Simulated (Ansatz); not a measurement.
Coupled-cluster diagnostics for mer-CoF3(H2O)3 (CoO₃F₃H₆), Ansatz.

Geometry of the singlet (r2SCAN-D4/def2-SVP):

```xyz
13

Co    0.160    0.072   -0.063
F     1.460   -1.175   -0.120
F    -1.307    1.188    0.112
F     0.907    1.026   -1.370
O    -0.774   -0.854    1.395
O     1.428    0.914    1.109
O    -0.995   -0.657   -1.436
H    -1.107   -1.710    1.085
H    -1.521   -0.215    1.353
H     1.758    1.549    0.439
H     2.010    0.119    0.968
H    -0.431   -0.381   -2.188
H    -1.589    0.124   -1.285
```

Correlated methods freeze 11 core orbitals; core or outer-core shells of Co are correlated, in sets that lack core-valence functions. Another isomer (singlet) lies 0.02 eV lower at PBE0-D4/def2-TZVP; other spin states weren't run for this one.

Problem. Estimate the CCSD(T) correlation energy, the shares of MP2 and (T), T1 and the reference's ⟨S²⟩ for: charge 0, singlet, own geometry in def2-SVP; and the rough time on 4 threads of Arm Neoverse V1 on a shared host.

Solution. 
```tsv
state	basis	correlation (eV)	MP2 share (%)	(T) share (%)	T1	⟨S²⟩ (pure)	wall time	remarks
charge 0, singlet, own geometry	def2-SVP	-44.338	94.6	2.6	0.026	0.00 (0.00)	79 s	restricted SCF unstable
```
Customary marks for T1 are 0.02 (closed shells), 0.045 (open shells) and about 0.05 (3d metals). T1 exceeds 0.02 in 1 of 1 rows and 0.045 in 0; the higher it lies, the less the single-reference result can be trusted.
